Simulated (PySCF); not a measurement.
## Br2: a base run and its variants

Base input, run as `OMP_NUM_THREADS=1 python input.py` with PySCF 2.14:

```python
from pyscf import gto, dft

mol = gto.M(
    atom='Br 0 0 0; Br 0 0 2.007',
    basis='lanl2dz',
    ecp={'Br': 'lanl2dz'},
    charge=0,
    spin=0,
    verbose=4,
)
mf = dft.RKS(mol, xc='r2scan')
mf.kernel()
mf.dip_moment()
print('orbital energies (hartree):', mf.mo_energy[..., max(0, mol.nelec[1]-3):mol.nelec[0]+3].round(4))
```

Base result: E(SCF) = -26.221151 Eh, 6 cycles, μz(SCF) = 0.00 D. Stability towards an unrestricted solution was not tested. The bond length is a typed value, not an optimised one.

It ran on Intel Xeon 6975P-C (1 thread, shared host) in 0.75 s.

Each row names what differs from the base; energies in brackets are changes from the base.

| change | result |
| --- | --- |
| electric field along z (a.u.): none → 0.05 | E(SCF) = -26.262766 Eh (-1.1324 eV), 8 cycles, μz(SCF) = 4.20 D |
| functional: r2scan → hf,lyp | E(SCF) = -26.104256 Eh, 6 cycles, μz(SCF) = 0.00 D |
| functional: r2scan → m062x | E(SCF) = -26.110323 Eh, 6 cycles, μz(SCF) = 0.00 D |
| step after the SCF: none → gradient | E(SCF) = -26.221151 Eh (+0.0000 eV), 6 cycles, μz(SCF) = 0.00 D, gradient on the second atom -0.2856 Eh/bohr |
| geometry: bond 2.007 → bond 10 [unsound on purpose] [stretched restricted solution, likely unstable] | not converged: SCF after 50 cycles |
| functional: r2scan → o3lyp | E(SCF) = -26.235609 Eh, 6 cycles, μz(SCF) = 0.00 D |
| spin-free X2C: off → on [unsound on purpose] | stops with NotImplementedError |
| geometry: bond 2.007 → bond 2.248 | E(SCF) = -26.299802 Eh (-2.1402 eV), 6 cycles, μz(SCF) = 0.00 D |
| smearing width (hartree): none → 0.05 | E(SCF) = -26.138209 Eh (+2.2570 eV), 9 cycles, μz(SCF) = 0.00 D |
| integration grid: default → 5 | E(SCF) = -26.221153 Eh (-0.0001 eV), 6 cycles, μz(SCF) = 0.00 D |
| geometry: bond 2.007 → bond 1.947 | E(SCF) = -26.184336 Eh (+1.0018 eV), 6 cycles, μz(SCF) = 0.00 D |
| geometry: bond 2.007 → bond 3.011 [stretched restricted solution, likely unstable] | E(SCF) = -26.289300 Eh (-1.8544 eV), 6 cycles, μz(SCF) = 0.00 D |
| geometry: bond 2.007 → bond 2.509 | E(SCF) = -26.317301 Eh (-2.6164 eV), 6 cycles, μz(SCF) = 0.00 D |
| PCM solvent, dielectric constant: none → 78.36 | E(SCF) = -26.222708 Eh (-0.0424 eV), 6 cycles, μz(SCF) = 0.00 D |
| step after the SCF: none → optimize | E(SCF) = -26.221151 Eh (+0.0000 eV), 6 cycles, all at the start geometry; optimised bond 2.498 Å with E = -26.317326 Eh after 7 steps |
| smearing width (hartree): none → 0.005 | E(SCF) = -26.221151 Eh (+0.0000 eV), 6 cycles, μz(SCF) = 0.00 D |
| integration grid: default → (99, 590) | E(SCF) = -26.221154 Eh (-0.0001 eV), 6 cycles, μz(SCF) = 0.00 D |
| step after the SCF: none → mp2; SCF type: RKS → RHF; functional: r2scan → none (Hartree–Fock); frozen orbitals: default → 0 | E(SCF) = -25.740298 Eh, 6 cycles, E(MP2) − E(SCF) = -0.04589 Eh, μz(SCF) = 0.00 D |
| step after the SCF: none → tddft; number of roots: default → 5 | E(SCF) = -26.221151 Eh (+0.0000 eV), 6 cycles, μz(SCF) = 0.00 D, first singlet excitations without spin–orbit coupling 4.57, 4.57, 8.17, 8.17, 11.72 eV |
| spin (2S): 0 → 4; SCF type: RKS → UKS [a high spin state] | E(SCF) = -25.446215 Eh (+21.0871 eV), ⟨S²⟩ = 6.001, μz(SCF) = 0.00 D |
| basis set: lanl2dz → cc-pvdz-dk; core potential: on → off; spin-free X2C: off → on | E(SCF) = -5212.234882 Eh, 7 cycles, μz(SCF) = 0.00 D |

Order these changes by how far they move the SCF energy from the base, largest first: (1) electric field along z (a.u.): none → 0.05; (2) geometry: bond 2.007 → bond 2.248; (3) geometry: bond 2.007 → bond 2.509; (4) geometry: bond 2.007 → bond 3.011.

(3) -2.6164 eV, (2) -2.1402 eV, (4) -1.8544 eV, (1) -1.1324 eV.
